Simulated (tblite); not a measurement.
Isomers of C9H12O2. All values are computed: GFN2-xTB (tblite) harmonic vibrations without scaling, gas phase. The method is semi-empirical: single wavenumbers can be off by several per cent or more. One conformer each.

Electronic energies: GFN2-xTB at the same geometries; isomer energies are rough at this level and their order can be wrong.

```
                                 SMILES  electronic energy, lowest = 0 (kJ/mol)
         C=C[C@@H]1CC(=O)[C@@H](C)CC1=O                                    92.4
                          COCCOc1ccccc1                                    66.4
                      CCc1ccc(O)c(OC)c1                                     0.0
                   CO/C=C1\C=C(OC)C=C1C                                   130.7
        CO[C@]12C=C[C@H](C=C1)[C@@H]2CO                                   181.4
                        CCOc1ccc(OC)cc1                                    27.1
CC(=O)O[C@@]12C[C@H]3[C@@H]1[C@@]3(C)C2                                   102.1
```

Problem. How do GFN2-xTB zero-point energies change the relative energies?

Solution. 
```json
{"SMILES": "CCc1ccc(O)c(OC)c1", "ZPE (kJ/mol)": "495.0", "of it from modes above 1550 cm⁻¹": "238.9", "electronic (kJ/mol)": "0.0", "with ZPE, lowest = 0 (kJ/mol)": "0.0", "lowest mode (cm⁻¹)": "36", "rings": "1"}
{"SMILES": "CCOc1ccc(OC)cc1", "ZPE (kJ/mol)": "494.5", "of it from modes above 1550 cm⁻¹": "236.3", "electronic (kJ/mol)": "27.1", "with ZPE, lowest = 0 (kJ/mol)": "26.7", "lowest mode (cm⁻¹)": "42", "rings": "1"}
{"SMILES": "COCCOc1ccccc1", "ZPE (kJ/mol)": "493.3", "of it from modes above 1550 cm⁻¹": "233.6", "electronic (kJ/mol)": "66.4", "with ZPE, lowest = 0 (kJ/mol)": "64.8", "lowest mode (cm⁻¹)": "32", "rings": "1"}
{"SMILES": "C=C[C@@H]1CC(=O)[C@@H](C)CC1=O", "ZPE (kJ/mol)": "493.4", "of it from modes above 1550 cm⁻¹": "247.8", "electronic (kJ/mol)": "92.4", "with ZPE, lowest = 0 (kJ/mol)": "90.8", "lowest mode (cm⁻¹)": "23", "rings": "1"}
{"SMILES": "CC(=O)O[C@@]12C[C@H]3[C@@H]1[C@@]3(C)C2", "ZPE (kJ/mol)": "495.5", "of it from modes above 1550 cm⁻¹": "229.0", "electronic (kJ/mol)": "102.1", "with ZPE, lowest = 0 (kJ/mol)": "102.7", "lowest mode (cm⁻¹)": "3i", "rings": "3"}
{"SMILES": "CO/C=C1\\C=C(OC)C=C1C", "ZPE (kJ/mol)": "488.1", "of it from modes above 1550 cm⁻¹": "245.6", "electronic (kJ/mol)": "130.7", "with ZPE, lowest = 0 (kJ/mol)": "123.8", "lowest mode (cm⁻¹)": "56", "rings": "1"}
{"SMILES": "CO[C@]12C=C[C@H](C=C1)[C@@H]2CO", "ZPE (kJ/mol)": "495.8", "of it from modes above 1550 cm⁻¹": "240.2", "electronic (kJ/mol)": "181.4", "with ZPE, lowest = 0 (kJ/mol)": "182.3", "lowest mode (cm⁻¹)": "80", "rings": "2"}
```

The zero-point energies span 7.7 kJ/mol, from `CO/C=C1\C=C(OC)C=C1C` to `CO[C@]12C=C[C@H](C=C1)[C@@H]2CO`. Slightly imaginary modes are left out of the zero-point energy: `CC(=O)O[C@@]12C[C@H]3[C@@H]1[C@@]3(C)C2` 3.3i cm⁻¹. The order is unchanged.

Problem. What do entropy and thermal enthalpy add at 298.15 K and 1 bar (rigid rotor, harmonic oscillator, one conformer each)?

Solution. 
| SMILES | point group | symmetry number | S (J/(mol K)) | H − H(0) (kJ/mol) | ZPE + H − H(0) − TS (kJ/mol) |
| --- | --- | --- | --- | --- | --- |
| CCc1ccc(O)c(OC)c1 | C1 | 1 | 437.2 | 32.19 | 396.8 |
| CCOc1ccc(OC)cc1 | C1 | 1 | 432.5 | 31.63 | 397.2 |
| COCCOc1ccccc1 | Cs | 1 | 444.0 | 31.82 | 392.7 |
| CO[C@]12C=C[C@H](C=C1)[C@@H]2CO | C1 | 1 | 403.2 | 28.80 | 404.4 |

Not tabulated: `C=C[C@@H]1CC(=O)[C@@H](C)CC1=O` (lowest mode only 23 cm⁻¹); `CC(=O)O[C@@]12C[C@H]3[C@@H]1[C@@]3(C)C2` (lowest mode only 3i cm⁻¹); `CO/C=C1\C=C(OC)C=C1C` (point group not settled).
